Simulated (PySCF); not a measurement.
CH₃ClF₂Ge. Atoms are numbered in the order given.

```xyz
8

C     -1.5896    -1.2690     0.0000
Ge     0.0331    -0.2542     0.0000
F      1.0196    -0.6349     1.3612
F      1.0196    -0.6349    -1.3612
Cl    -0.2462     1.8566     0.0000
H     -2.1731    -1.0221     0.8971
H     -2.1731    -1.0221    -0.8971
H     -1.3445    -2.3400     0.0000
```

Coordinates come from a PBE0-D3(BJ)/def2-SVP optimisation. The structure was generated by enumeration, and PubChem lists no compound with its InChIKey, so it may never have been made.

Method: PBE0-D3(BJ)/def2-SVP (PySCF).

Frequencies are harmonic and unscaled.

```csv
mode,ν (cm⁻¹),IR (km/mol),Raman (Å⁴/amu),depolarisation,moving atoms (share of kinetic energy)
1,64,0.0,0.0,–,H 98 %
2,146,0.3,1.9,0.72,"C 35 %, Cl 24 %, H 21 %, F 13 %"
3,168,0.2,1.4,0.75,"F 64 %, C 16 %, H 10 %, Cl 10 %"
4,190,5.8,0.8,0.75,"F 32 %, Ge 27 %, Cl 17 %, C 12 %, H 12 %"
5,234,25.4,1.7,0.63,"F 63 %, Ge 14 %, Cl 13 %"
6,250,33.9,1.4,0.73,"F 70 %, Ge 21 %"
7,447,60.1,8.4,0.17,"Cl 66 %, Ge 27 %"
8,638,25.6,14.4,0.13,"C 59 %, H 18 %, Ge 15 %, F 8 %"
9,739,72.2,3.2,0.16,"F 75 %, Ge 20 %"
10,750,62.8,2.5,0.75,"F 75 %, Ge 21 %"
11,813,55.2,1.3,0.70,"H 77 %, C 20 %"
12,816,45.0,0.6,0.75,"H 75 %, C 19 %"
13,1262,13.8,2.3,0.07,"H 79 %, C 21 %"
14,1420,8.6,9.7,0.75,H 96 %
15,1422,5.1,9.0,0.75,H 96 %
16,3082,0.4,125.6,0.00,H 97 %
17,3205,1.2,80.1,0.74,"H 90 %, C 10 %"
18,3207,1.0,61.4,0.75,"H 90 %, C 10 %"
```
